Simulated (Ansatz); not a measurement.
Reactions of `C[NH][GeH2][NH]C`.

Isolated molecules relaxed with PBE0-D4/def2-TZVP in Ansatz; ΔE leaves out vibrations. CCSD(T)/CBS adds triple-zeta CCSD(T) − MP2 to the extrapolated MP2 energy (def2 sets, frozen cores). This one scheme is used for every species. DFT in def2-TZVPP. For Ge outer-core shells are correlated without core-valence functions, which leaves a few kJ/mol of doubt a bond. Scalar relativity is left out up to krypton. One conformer a species, not always the lowest.

| reaction | CCSD(T)/CBS(def2) (kJ/mol) |
| --- | --- |
| `C[NH][GeH2][NH]C` + `CC(O)(O)F` → `C[NH][GeH2][CH3]` + `CNC(O)(O)F` | 19 |
| `C[NH][GeH2][NH]C` + `FC([SiH3])Cl` → `CC(F)([SiH3])Cl` + `C[NH][GeH2][NH2]` | ? |
| `C[NH][GeH2][NH]C` + `[NH2][Al]([F])[SH]` → `C[S][Al]([NH2])[F]` + `C[NH][GeH2][NH2]` | -16 |
| `C[NH][GeH2][NH]C` + `COC(=O)O` → dimethyl carbonate + `C[NH][GeH2][NH2]` | 6 |
| `C[NH][GeH2][NH]C` + `CB(N)Cl` → `C[NH][GeH2][NH2]` + `CNB(C)Cl` | -6 |
| `C[NH][GeH2][NH]C` + `[SiH3][SiH2]Cl` → `C[NH][GeH3]` + `CN[SiH]([SiH3])Cl` | ? |
| `C[NH][GeH2][NH]C` + `[SiH3][GeH2][Cl]` → `C[NH][GeH2][Cl]` + `C[NH][GeH2][SiH3]` | 0 |

(1) Fill in the missing values. (Best estimate.)

Largest T1 diagnostic: 0.014, for `COC(=O)O`.

Answers

(1) Computed: `C[NH][GeH2][NH]C` + `FC([SiH3])Cl` → `CC(F)([SiH3])Cl` + `C[NH][GeH2][NH2]`: -61.3 kJ/mol; `C[NH][GeH2][NH]C` + `[SiH3][SiH2]Cl` → `C[NH][GeH3]` + `CN[SiH]([SiH3])Cl`: -47.5 kJ/mol.
